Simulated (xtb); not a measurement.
C8H12, triplet, geometry from GFN2-xTB (a higher spin typed on purpose: for a closed-shell molecule this is an excited state); GFN2-xTB (xtb 6.7.1).

The xtb input:
```
$ xtb mol.xyz --gfn 2 --uhf 2 --etemp 10000 --json

# file mol.xyz
20

C     -0.70828786    -1.71453506    -0.20008818
C      0.70628698    -1.71604758    -0.19410523
C      1.51785443    -0.59492883    -0.59285083
C      1.51405403     0.59168699     0.60567432
C      0.70828786     1.71453506     0.20008818
C     -0.70628698     1.71604758     0.19410523
C     -1.51785443     0.59492883     0.59285083
C     -1.51405403    -0.59168699    -0.60567432
H     -1.19959199    -2.50912615     0.34426658
H      1.19126860    -2.51168255     0.35437875
H      1.15724154    -0.09450629    -1.48685965
H      2.56158258    -0.86991102    -0.71728077
H      2.55727795     0.86443772     0.73893104
H      1.14482246     0.09204483     1.49659626
H      1.19959199     2.50912615    -0.34426658
H     -1.19126860     2.51168255    -0.35437875
H     -1.15724154     0.09450629     1.48685965
H     -2.56158258     0.86991102     0.71728077
H     -1.14482246    -0.09204483    -1.49659626
H     -2.55727795    -0.86443772    -0.73893104
```

The log (banner, timings and long lists left out):

```
   ID    Z sym.   atoms
    1    6 C      1-8
    2    1 H      9-20

           -------------------------------------------------
          |                Calculation Setup                |
           -------------------------------------------------

           -------------------------------------------------
          |                 G F N 2 - x T B                 |
           -------------------------------------------------

          ...................................................
          :                      SETUP                      :
          :.................................................:
          :  # basis functions                  44          :
          :  # atomic orbitals                  44          :
          :  # shells                           28          :
          :  # electrons                        44          :
          :  max. iterations                   250          :
          :  Hamiltonian                  GFN2-xTB          :
          :  restarted?                      false          :
          :  GBSA solvation                  false          :
          :  PC potential                    false          :
          :  electronic temp.        10000.0000000     K    :
          :  accuracy                    1.0000000          :
          :  -> integral cutoff          0.2500000E+02      :
          :  -> integral neglect         0.1000000E-07      :
          :  -> SCF convergence          0.1000000E-05 Eh   :
          :  -> wf. convergence          0.1000000E-03 e    :
          :  Broyden damping             0.4000000          :
          :  net charge                          0          :
          :  unpaired electrons                  2          :
          ...................................................

 iter      E             dE          RMSdq      gap      omega  full diag
   1    -23.4652741 -0.234653E+02  0.292E+00    1.46       0.0  T
   2    -23.4964737 -0.311996E-01  0.164E+00    1.47       1.0  T
   3    -23.4970542 -0.580485E-03  0.582E-01    1.45       1.0  T
   4    -23.4974056 -0.351402E-03  0.149E-01    1.46       1.0  T
   5    -23.4976372 -0.231579E-03  0.483E-02    1.45       1.0  T
   6    -23.4976382 -0.107545E-05  0.392E-03    1.45       5.7  T
   7    -23.4976383 -0.359618E-07  0.129E-03    1.45      17.3  T
   8    -23.4976383 -0.484242E-08  0.261E-04    1.45      85.7  T
   9    -23.4976383 -0.191065E-10  0.268E-05    1.45     835.3  T

   *** convergence criteria satisfied after 9 iterations ***

 transition dipole moment (au) for excitation:          22          23
     X       Y       Z
   0.0000  -0.0000   0.0000  total (au/Debye):    0.000   0.000
 dE (eV)             :    2.774
 oscillator strength :  0.39116E-24

         :::::::::::::::::::::::::::::::::::::::::::::::::::::
         ::                     SUMMARY                     ::
         :::::::::::::::::::::::::::::::::::::::::::::::::::::
         :: total energy             -23.124018048025 Eh    ::
         :: gradient norm              0.066906540806 Eh/a0 ::
         :: HOMO-LUMO gap              1.451894510489 eV    ::
         ::.................................................::
         :: SCC energy               -23.497561856557 Eh    ::
         :: -> isotropic ES            0.004908598693 Eh    ::
         :: -> anisotropic ES          0.006563783752 Eh    ::
         :: -> anisotropic XC          0.015149615237 Eh    ::
         :: -> dispersion             -0.015467760497 Eh    ::
         :: repulsion energy           0.373543808532 Eh    ::
         :: add. restraining           0.000000000000 Eh    ::
         :: total charge               0.000000000202 e     ::
         :::::::::::::::::::::::::::::::::::::::::::::::::::::

           -------------------------------------------------
          |                Property Printout                |
           -------------------------------------------------

    * Orbital Energies and Occupations

         #    Occupation            Energy/Eh            Energy/eV
      -------------------------------------------------------------
         1        1.9999           -0.6216935             -16.9171
       ...           ...                  ...                  ...
        11        1.9910           -0.4881451             -13.2831
        12        1.9908           -0.4874083             -13.2631
        13        1.9873           -0.4768779             -12.9765
        14        1.9778           -0.4589810             -12.4895
        15        1.9740           -0.4538505             -12.3499
        16        1.9681           -0.4472418             -12.1701
        17        1.9552           -0.4360889             -11.8666
        18        1.9544           -0.4354724             -11.8498
        19        1.9168           -0.4151839             -11.2977
        20        1.9124           -0.4134359             -11.2502
        21        1.7981           -0.3829383             -10.4203
        22        1.5114           -0.3420051              -9.3064
        23        0.7543           -0.2400770              -6.5328 (HOMO)
        24        0.3221           -0.1867209              -5.0809 (LUMO)
        25        0.0015           -0.0058897              -0.1603
        26        0.0006            0.0228508               0.6218
        27        0.0000            0.1191565               3.2424
        28        0.0000            0.1275018               3.4695
        29        0.0000            0.1441854               3.9235
        30        0.0000            0.1507312               4.1016
        31        0.0000            0.1525135               4.1501
        32        0.0000            0.1613638               4.3909
        33        0.0000            0.1702892               4.6338
        34        0.0000            0.2113836               5.7520
       ...           ...                  ...                  ...
        44                          0.4992150              13.5843
      -------------------------------------------------------------
                  HL-Gap            0.0533561 Eh            1.4519 eV
             Fermi-level           -0.2750107 Eh           -7.4834 eV

     #   Z          covCN         q      C6AA      α(0)
     1   6 C        2.889    -0.068    29.690     8.933
     2   6 C        2.889    -0.068    29.690     8.933
     3   6 C        3.767    -0.050    21.510     6.610
     4   6 C        3.767    -0.050    21.510     6.610
     5   6 C        2.889    -0.068    29.690     8.933
     6   6 C        2.889    -0.068    29.690     8.933
     7   6 C        3.767    -0.050    21.510     6.610
     8   6 C        3.767    -0.050    21.510     6.610
     9   1 H        0.925     0.025     2.663     2.552
    10   1 H        0.925     0.025     2.663     2.552
    11   1 H        0.925     0.052     2.298     2.371
    12   1 H        0.925     0.042     2.429     2.437
    13   1 H        0.925     0.042     2.429     2.437
    14   1 H        0.925     0.052     2.298     2.371
    15   1 H        0.925     0.025     2.663     2.552
    16   1 H        0.925     0.025     2.663     2.552
    17   1 H        0.925     0.052     2.298     2.371
    18   1 H        0.925     0.042     2.429     2.437
    19   1 H        0.925     0.052     2.298     2.371
    20   1 H        0.925     0.042     2.429     2.437

 Mol. C6AA /au·bohr⁶  :       3491.564894
 Mol. C8AA /au·bohr⁸  :      79542.149845
 Mol. α(0) /au        :         91.612351

Wiberg/Mayer (AO) data.
largest (>0.10) Wiberg bond orders for each atom

 ---------------------------------------------------------------------------
     #   Z sym  total        # sym  WBO       # sym  WBO       # sym  WBO
 ---------------------------------------------------------------------------
     1   6 C    3.431 --     2 C    1.306     8 C    1.098     9 H    0.948
     2   6 C    3.431 --     1 C    1.306     3 C    1.098    10 H    0.948
     3   6 C    3.865 --     2 C    1.098    12 H    0.959    11 H    0.949
                             4 C    0.807
     4   6 C    3.865 --     5 C    1.098    13 H    0.959    14 H    0.949
                             3 C    0.807
     5   6 C    3.431 --     6 C    1.306     4 C    1.098    15 H    0.948
     6   6 C    3.431 --     5 C    1.306     7 C    1.098    16 H    0.948
     7   6 C    3.865 --     6 C    1.098    18 H    0.959    17 H    0.949
                             8 C    0.807
     8   6 C    3.865 --     1 C    1.098    20 H    0.959    19 H    0.949
                             7 C    0.807
     9   1 H    0.970 --     1 C    0.948
    10   1 H    0.970 --     2 C    0.948
    11   1 H    0.970 --     3 C    0.949
    12   1 H    0.974 --     3 C    0.959
    13   1 H    0.974 --     4 C    0.959
    14   1 H    0.970 --     4 C    0.949
    15   1 H    0.970 --     5 C    0.948
    16   1 H    0.970 --     6 C    0.948
    17   1 H    0.970 --     7 C    0.949
    18   1 H    0.974 --     7 C    0.959
    19   1 H    0.970 --     8 C    0.949
    20   1 H    0.974 --     8 C    0.959
 ---------------------------------------------------------------------------

Topologies differ in total number of bonds
Writing topology from bond orders to xtbtopo.mol

molecular dipole:
                 x           y           z       tot (Debye)
 q only:        0.000       0.000       0.000
   full:        0.000       0.000       0.000       0.000
molecular quadrupole (traceless):
                xx          xy          yy          xz          yz          zz
 q only:        2.603      -0.003      -2.908       0.009      -0.621       0.305
  q+dip:        5.317       0.007      -4.289       0.022      -4.166      -1.027
   full:        4.283       0.003      -4.048       0.016      -2.813      -0.235

           -------------------------------------------------
          | TOTAL ENERGY              -23.124018048025 Eh   |
          | GRADIENT NORM               0.066906540806 Eh/α |
          | HOMO-LUMO GAP               1.451894510489 eV   |
           -------------------------------------------------

normal termination of xtb
```
